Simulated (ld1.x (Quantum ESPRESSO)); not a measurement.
# Reading a pseudo-wave (N (Z = 7))

Columns: radius, all-electron u(r) and pseudo u(r) of the 2s shell (level -49.16 eV) of nitrogen in the configuration [He] 2s2 2p1; PBE, scalar-relativistic, PAW scheme, ld1.x (Quantum ESPRESSO) 7.5.

```csv
r (bohr),all-electron,pseudo
0.125,0.4344,-0.1813
0.250,0.1969,-0.3588
0.375,-0.1754,-0.5273
0.500,-0.5039,-0.6801
0.625,-0.7418,-0.8083
0.750,-0.8878,-0.9030
0.875,-0.9554,-0.9563
1.000,-0.9634,-0.9634
1.125,-0.9299,-0.9299
1.250,-0.8697,-0.8697
1.375,-0.7948,-0.7948
1.500,-0.7133,-0.7133
1.625,-0.6312,-0.6312
1.750,-0.5523,-0.5523
1.875,-0.4789,-0.4789
2.000,-0.4122,-0.4122
2.125,-0.3524,-0.3524
2.250,-0.2998,-0.2998
2.375,-0.2537,-0.2537
2.500,-0.2137,-0.2137
2.625,-0.1794,-0.1794
2.750,-0.1500,-0.1500
2.875,-0.1250,-0.1250
3.000,-0.1039,-0.1039
3.125,-0.0861,-0.0861
3.250,-0.0711,-0.0711
```

Problem. How many radial nodes do the two functions have?

Solution. The all-electron 2s function has n − l − 1 = 1; the pseudo-wave has 0, since the states of the same l below it are removed with the core.

Problem. At about which radius was the pseudo-wave matched?

Solution. 0.95 bohr, where the columns begin to agree (steps of 0.12 bohr).

Problem. Where does each function peak?

Solution. Outermost all-electron maximum near 1.00 bohr, pseudo maximum near 1.00 bohr (to the table’s step).

Problem. Is the pseudo-wave norm-conserving?

Solution. No, it belongs to a PAW set: the norm inside the radius is not constrained, and the difference is carried by the augmentation charge.
